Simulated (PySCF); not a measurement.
AlF₂GeH₃, SMILES [F][Al]([F])[GeH3]. Atoms are numbered in the order given.

```xyz
7

Al     0.5212    -0.5763     0.7566
F      2.1458    -0.9602     0.6323
F     -0.2756    -1.1455     2.1145
Ge    -0.6510     0.7311    -0.9546
H     -1.5410     1.8191    -0.2998
H      0.3446     1.4193    -1.9216
H     -1.5788    -0.1901    -1.7907
```

The structure is a stationary point at PBE-D3(BJ)/def2-SVP.

Level of theory: PBE-D3(BJ)/def2-SVP (PySCF).

Frequencies are harmonic and unscaled.

A small imaginary wavenumber (i) marks a very flat motion, where grid noise or a shallow saddle decides the sign.

Computed normal modes with their intensities:
```
mode  ν (cm⁻¹)  IR (km/mol)  moving atoms (share of kinetic energy)
----  --------  -----------  --------------------------------------
1          20i          0.0                                  H 92 %
2          111          4.0                         F 65 %, Al 20 %
3          188         23.9                         F 66 %, Ge 26 %
4          194         39.7                 Al 55 %, F 31 %, H 11 %
5          333         25.2                Al 44 %, F 39 %, Ge 16 %
6          418          0.2                         H 84 %, Al 10 %
7          423          4.1                                  H 90 %
8          752        230.0                           H 82 %, F 9 %
9          786         28.8                 F 54 %, Al 30 %, H 15 %
10         849         13.4                                  H 97 %
11         852         28.8                                  H 99 %
12         914         95.7                         Al 51 %, F 47 %
13        2073         46.0                                  H 99 %
14        2086         78.3                                  H 99 %
15        2096         86.0                                  H 98 %
```
